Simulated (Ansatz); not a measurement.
Abridged output of a molecular run in Ansatz:

```
Functional definition: HF
1462 factors; integrals over basis functions are off by at most 1.0e-3 eV
mean field evaluation 1: about -77284.6950 eV, gradient 3.9e1 eV
mean field evaluation 2: about -77284.8908 eV, gradient 3.9e1 eV
mean field evaluation 4: about -77288.4405 eV, gradient 3.8e0 eV
mean field evaluation 8: about -77288.5184 eV, gradient 2.9e-1 eV
mean field evaluation 16: about -77288.5189 eV, gradient 1.6e-6 eV
mean field -77288.51893897 eV, -2840.3006829674 hartree, gradient 1.6e-6 eV, S^2 0.000000; 0 other end points of the search recorded, 0 dependent functions left out
20 core orbitals not correlated: weight in the atoms' cores, before any rotation towards them, 1.000 or more for the frozen orbitals, at most 0.000 for the correlated occupied ones
reference -77288.51893897 eV, -2840.3006829674 hartree; 18, 18 occupied and 209, 209 virtual orbitals, 1462 factors
second order -21.91521624 eV of doubles, -0.00000000 eV of singles
cycle   1  -22.37003525 eV  change   -4.5e-1 eV  update   1.1e-1
cycle   2  -23.03761557 eV  change   -6.7e-1 eV  update   3.4e-2
cycle   3  -23.15574857 eV  change   -1.2e-1 eV  update   1.7e-2
cycle   4  -23.14299500 eV  change    1.3e-2 eV  update   4.1e-3
cycle   5  -23.14130728 eV  change    1.7e-3 eV  update   1.8e-3
cycle   6  -23.14156504 eV  change   -2.6e-4 eV  update   5.1e-4
cycle   7  -23.14121335 eV  change    3.5e-4 eV  update   2.0e-4
cycle   8  -23.14120642 eV  change    6.9e-6 eV  update   6.5e-5
cycle   9  -23.14123554 eV  change   -2.9e-5 eV  update   2.8e-5
perturbative correction -0.89747403 eV, -0.0329815622 hartree
Total energy: -77312.55764854 eV, -2841.1840892501 hartree
```

Its atoms:

Z-matrix (Å, degrees):
```
Ge
Si 1 2.379
S 1 2.229 2 111.8
O 1 1.785 2 104.9 3 -119.4
H 1 1.543 2 116.9 3 118.2
H 2 1.485 1 108.2 3 52.0
H 2 1.485 1 108.6 3 -66.9
H 2 1.485 1 110.6 3 172.5
H 3 1.343 1 94.3 2 -49.0
H 4 0.961 1 112.1 2 169.6
```

Problem. Which basis set was used?
A. cc-pV(D+d)Z
B. def2-TZVPPD
C. def2-SVP
D. def2-TZVPP

Solution. D. It gives 247 functions.

Problem. Write the keys of the input that set method, charge and spin (a neutral closed shell needs none for the last two).

Solution. 
```yaml
correlation: {method: ccsd_t}
```
